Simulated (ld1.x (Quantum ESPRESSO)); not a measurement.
# Which change was made? (Si, TM semilocal)

* Element: silicon
* Generator: ld1.x (Quantum ESPRESSO) 7.5
* Type: norm-conserving Troullier–Martins (semilocal form)
* Functional: LDA (PZ)
* Relativity: scalar-relativistic
* Frozen core: [Ne]
* Valence charge: 4
* Reference configuration: 3s2 3p0 (charge +2)
* Partial waves: 3s (bound): rc 1.35 bohr; 3d channel at 0.25 Ry: rc 1.65 bohr; 3p (bound, empty): rc 1.65 bohr
* Local potential: the p channel
* Core correction: none

Cutoffs, loose and tight: the cutoffs (Ry, on a coarse ladder) from which the occupation-weighted sum of valence levels, in a spherical-Bessel basis at the reference potential, stays within 10 and 1 mRy of its value at 400 Ry. They do not see the model core or the augmentation charge, which bear on the density cutoff. Test errors are all-electron minus pseudo excitation energies from the reference, over the configurations 3s2 3p2; 3s2 3p1; 3s1 3p0; 3s0 3p4; 3s2 3p2.3; 3s2 3p1.5; 3s1 3p2 (two spin-polarised tests are not counted in the largest error); variants that change the core or the reference have their own tests.

The base gives: outcome: generated; cutoff, loose: 35 Ry; cutoff, tight: 80 Ry; bound ghosts: none; largest test error (meV): +96.

After one change the result is: outcome: generated; cutoff, loose: 60 Ry; cutoff, tight: 230 Ry; bound ghosts: none; largest test error (meV): +111. Which change was it?
A. all radii scaled by about 0.86 (s 1.16, p 1.42, d 1.42 bohr)
B. all radii scaled by about 1.21 (s 1.64, p 2.00, d 2.00 bohr)
C. all radii scaled by about 0.75 (s 1.00, p 1.24, d 1.24 bohr)

A. The others give: all radii scaled by about 0.75 (s 1.00, p 1.24, d 1.24 bohr) → outcome: generated; cutoff, loose: 200 Ry; cutoff, tight: over 300 Ry; bound ghosts: none; largest test error (meV): +268 | all radii scaled by about 1.21 (s 1.64, p 2.00, d 2.00 bohr) → outcome: generated; cutoff, loose: 18 Ry; cutoff, tight: 40 Ry; bound ghosts: none; largest test error (meV): +98.
